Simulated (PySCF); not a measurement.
C3H4, SMILES C1C=C1. Atoms are numbered in the order given.

```xyz
7

C      0.0000    -0.6434    -0.4996
C      0.0000     0.6434    -0.4996
C      0.0000     0.0000     0.8609
H      0.0000    -1.5717    -1.0416
H      0.0000     1.5717    -1.0416
H      0.9115     0.0000     1.4567
H     -0.9115     0.0000     1.4567
```

Geometry optimised at B3LYP-D3(BJ)/def2-TZVP.

Method: B3LYP/pcJ-1 run with PySCF.

Isotropic couplings with Fermi-contact, spin-dipole and both spin-orbit terms, one fixed conformer, no vibrational averaging. Isotopes: 13C, 1H.

Computed spin–spin coupling constants:
```csv
pair,bonds apart,J (Hz)
C1–C2,1,72.8
C1–C3,1,11.6
C1–H4,1,239.3
C2–C3,1,11.6
C2–H5,1,239.3
C3–H6,1,175.2
C3–H7,1,175.2
C1–H5,2,3.5
C1–H6,2,-1.7
C1–H7,2,-1.7
C2–H4,2,3.5
C2–H6,2,-1.7
C2–H7,2,-1.7
C3–H4,2,3.3
C3–H5,2,3.3
H6–H7,2,8.9
H4–H5,3,1.6
H4–H6,3,-2.2
H4–H7,3,-2.2
H5–H6,3,-2.2
H5–H7,3,-2.2
```
